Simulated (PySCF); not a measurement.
**Working out the ionisation energy of Zn⁺**

Zn⁺ [Ar] 3d10 4s1 (2S) → Zn²⁺ [Ar] 3d10 (1S). Computed with PySCF 2.14 in x2c-TZVPPall (6s5p4d2f1g, 64 functions), with scalar relativity by spin-free X2C-1e. Frozen: [Ne]. Energies in hartree (1 hartree = 27.21139 eV):

| part | Zn⁺ (lower) | Zn²⁺ (upper) |
| --- | --- | --- |
| UHF | -1793.967878 | -1793.347653 |
| CCSD correlation | -0.709911 | -0.679693 |
| (T) | -0.013471 | -0.010967 |

What does Hartree-Fock give?

(-1793.347653) − (-1793.967878) = 0.620225 hartree = 16.877 eV.

What do CCSD and CCSD(T) give?

The CCSD correlation energies differ by 0.030218 hartree = 0.822 eV and the triples by 0.002504 hartree = 0.068 eV, so CCSD gives 17.699 eV and CCSD(T) 17.767 eV.

Measured between the centres of the two terms (NIST): 17.964 eV, so CCSD(T) (valence and next inner shell) is off by -0.197 eV.

What remains against the reference includes basis incompleteness, the frozen core and higher excitations.
